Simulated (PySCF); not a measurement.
The numbers below are computed, except where a source is named.
**CAl2F7**

The system: CAl2F7, a small molecule (built as: end group CF2); neutral, doublet. The structure, one conformer, was relaxed in the gas phase by PBE0-D3(BJ)/def2-SVP. No frequency run checks that it is a minimum.

SMILES: F[C](F)[Al-]1([F])[F+][Al-]([F])([F])[F+]1

```xyz
10

F    -1.131   -2.205   -1.425
Al   -1.324   -1.507    0.050
F    -2.395   -2.020    1.187
F     0.288   -1.126    0.775
Al    0.295    0.697    0.606
F     0.116    1.385    2.094
C     1.522    1.327   -0.709
F     2.405    2.288   -0.527
F     1.602    0.839   -1.935
F    -1.337    0.295   -0.115
```
(Å; atoms numbered from 1)

EPR values by unrestricted B3LYP, IGLO-III on Al C F.

Task: Predict g and the largest hyperfine couplings. Where does the spin sit?

Result: g = 2.0020, 2.0046, 2.0058. The spin sits on C7 (83 %, bonded to 1 Al + 2 F) by Mulliken populations.
| atom | isotope | isotropic (MHz) | dipolar, principal values (MHz) |
| --- | --- | --- | --- |
| F8 | 19F | 131.9 | -230.6, -210.0, 440.6 |
| F9 | 19F | 128.3 | -225.1, -205.6, 430.7 |
| C7 | 13C | 76.5 | -76.6, -75.2, 151.8 |
| Al5 | 27Al | -77.5 | -10.0, -8.5, 18.4 |
| F4 | 19F | 54.4 | -9.1, -8.8, 17.9 |
| F10 | 19F | 39.0 | -7.2, -6.8, 14.0 |

Task: How do the isotropic couplings move with BHandHLYP?

Result: F8 131.9 to 196.6 MHz, F9 128.3 to 191.5 MHz, C7 76.5 to 113.1 MHz, Al5 -77.5 to -100.6 MHz.
